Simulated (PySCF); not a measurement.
Hf(NH2)4 at several levels of theory

Computed with PySCF 2.14.0 (density fitting, no spin-orbit coupling) at the geometry relaxed with BP86:

```xyz
13
Hf(NH2)4 (singlet)
Hf    0.0000    0.0000    0.0000
N     1.2089    1.2300    1.1283
H     2.0681    0.9045    1.5917
H     1.1363    2.2421    1.2862
N    -1.2090   -1.1282    1.2300
H    -1.1362   -1.2864    2.2421
H    -2.0681   -1.5917    0.9045
N     1.2089   -1.2300   -1.1283
H     1.1363   -2.2421   -1.2862
H     2.0681   -0.9045   -1.5917
N    -1.2090    1.1282   -1.2300
H    -2.0681    1.5917   -0.9045
H    -1.1362    1.2864   -2.2421
```

```csv
level,basis,state,HOMO (eV),gap (eV),charge on Hf1 (e),dipole about the centre of mass (D),largest force component (eV/Å)
BP86,"Hf def2-SVP with ECP60, N def2-SVP, H def2-SVP",singlet,-5.21,4.83,0.73,0.00,0.01
B3LYP,the same,singlet,-6.25,6.28,0.88,0.00,0.34
BLYP,the same,singlet,-4.97,4.60,0.69,0.00,0.13
wB97X,the same,singlet,-8.99,11.03,0.98,0.00,0.45
BP86,"Hf def2-TZVP with ECP60, N def2-TZVP, H def2-TZVP",singlet,-5.40,4.86,1.26,0.00,0.30
BP86,"Hf x2c-SVPall, N x2c-SVPall, H x2c-SVPall",singlet,-5.36,4.66,0.60,0.00,0.42
```

Charges are Mulliken's, which hang on the basis. The relaxation used the grid (50, 194), these runs (75, 302) or, all-electron (x2c bases, spin-free X2C Hamiltonian), (99, 590).

Q: What does PBE with Hf def2-SVP with ECP60, N def2-SVP, H def2-SVP give here?

A: state singlet, HOMO (eV) -5.11, gap (eV) 4.73, charge on Hf1 (e) 0.71, dipole about the centre of mass (D) 0.00, largest force component (eV/Å) 0.05. Time: 10 s on 2 threads of Arm Neoverse V1, with other jobs on the host, from an already converged density.

In the first row's basis the gap widens with exact exchange: 4.6 to 4.8 eV for BLYP, PBE, BP86 (none); 6.3 eV for B3LYP (a fixed share); 11.0 eV for wB97X (rising or full at long range).
